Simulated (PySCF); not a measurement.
**From computed data to an observable: entropy of an ideal gas**

InH2Br, SMILES [Br][InH2].

Coordinates come from a PBE0-D3(BJ)/def2-TZVP optimisation. The def2 effective core potentials stand for the cores of In; spin–orbit coupling is left out.

PBE0-D3(BJ)/def2-TZVP (PySCF) gives the harmonic wavenumbers 247, 394, 537, 571, 1869, 1880 cm⁻¹ and the rotational temperatures 4.8741, 0.0818, 0.0805 K. The molar mass is 196.74 g/mol, the symmetry number 2, the spin multiplicity 1.

Q: Work out the entropy at 298.15 K and 1 atm in the rigid-rotor, harmonic-oscillator model.

A: 
Translation (Sackur–Tetrode at 1 atm): S = R[1.5 ln M + 2.5 ln T − 1.16487] = 174.6 J/(mol K).
Rotation: q = (√π/σ) T^1.5/√(θA θB θC) = 25500, S = R[ln q + 3/2] = 96.8 J/(mol K).
Vibration: with u = 1.4388 ν/T, each mode gives R[u/(e^u − 1) − ln(1 − e^−u)]:
```json
[
 {"ν (cm⁻¹)": "247", "modes": "1", "u": "1.19", "S (J/(mol K))": "7.33"},
 {"ν (cm⁻¹)": "394", "modes": "1", "u": "1.90", "S (J/(mol K))": "4.12"},
 {"ν (cm⁻¹)": "537", "modes": "1", "u": "2.59", "S (J/(mol K))": "2.39"},
 {"ν (cm⁻¹)": "571", "modes": "1", "u": "2.76", "S (J/(mol K))": "2.10"},
 {"ν (cm⁻¹)": "1869", "modes": "1", "u": "9.02", "S (J/(mol K))": "0.01"},
 {"ν (cm⁻¹)": "1880", "modes": "1", "u": "9.07", "S (J/(mol K))": "0.01"}
]
```
These are all the modes. Sum 16.0 J/(mol K).
Spin: R ln 1 = 0.0 J/(mol K).
Total 287.4 J/(mol K); the program's own thermochemistry gives 287.4. Translation makes up 61 % and vibration 6 %. Anharmonicity, hindered rotation and orbital degeneracy are left out.
